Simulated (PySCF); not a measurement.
H3O3Pt, SMILES [OH][Pt]([OH])[OH] (connectivity only; charge and spin as stated), neutral, multiplicity 4.

Coordinates come from a B3LYP-D3(BJ)/def2-SVP optimisation. The multiplicity is an assumed one; other spin states were not compared. The def2 effective core potentials stand for the cores of Pt; spin–orbit coupling is left out. The values are those of a single conformer.

Computed with CAM-B3LYP/def2-TZVPD run with PySCF.

The molecule is in vacuum.

```json
{
  "total_energy": "-346.71756 hartree",
  "point_group": "Cs",
  "α spin, highest occupied and lowest empty level": "-8.61 and -0.27 eV",
  "β spin, highest occupied and lowest empty level": "-9.65 and -3.47 eV",
  "dipole_moment": "3.68 D",
  "quadrupole, principal values (traceless, Buckingham form, about the centre of nuclear charge)": "-3.72, -3.42, 7.14 D·Å",
  "mean_static_polarisability": "66.1 bohr³ (9.79 Å³)",
  "polarisability_principal_values": "39.7, 76.3, 82.2 bohr³",
  "⟨S²⟩": "3.766 (pure state 3.75)"
}
```
